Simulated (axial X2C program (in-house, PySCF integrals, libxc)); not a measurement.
## NiF along the bond: HF, with spin–orbit coupling

Computed with an in-house relativistic program for diatomic molecules. Two-component (2c) means X2C with spin–orbit coupling and atomic mean-field two-electron Coulomb and Gaunt terms. Basis: Ni dyall-v3z [9s9p6d3f2g], F dyall-v3z [6s5p2d1f] (cores contracted in-house); Gaussian nuclei, density fitting, unrestricted open shells. Masses: Ni 57.935 u, F 18.998 u.

State: Ω = 1/2 (⟨Sz⟩ = 0.42, ⟨Lz⟩ = 0.08 at HF). Dipoles are positive if F is the positive end.

```tsv
R (Å)	μ (D)	HOMO (eV)	LUMO (eV)
1.531	-4.992	-10.69	-0.04
1.602	-5.371	-11.11	-0.12
1.654	-5.642	-11.12	-0.17
1.707	-5.909	-11.18	-0.23
1.760	-6.176	-11.27	-0.29
1.822	-6.488	-11.40	-0.38
1.883	-6.802	-11.54	-0.46
1.962	-7.208	-11.75	-0.57
2.059	-7.709	-12.00	-0.70
2.200	-8.447	-11.92	-0.89
```

Problem. The minimum lies at 1.817 Å. What is the dipole moment there, and its slope?

Solution. At HF, 2c, with the sign and origin stated: μ = -6.47 D, dμ/dR = -5.07 D/Å.

The state is one determinant whose occupation by symmetry is held fixed; it was picked as the lowest of a PBE0 search that is not exhaustive. Other states lie close and PBE0, whose exact exchange favours high spin, may order them wrongly; the determinant shown need not be the ground state. The nearest other 2c determinant of the search, Ω = 3/2, lies 0.00 eV up at the distance of the search.
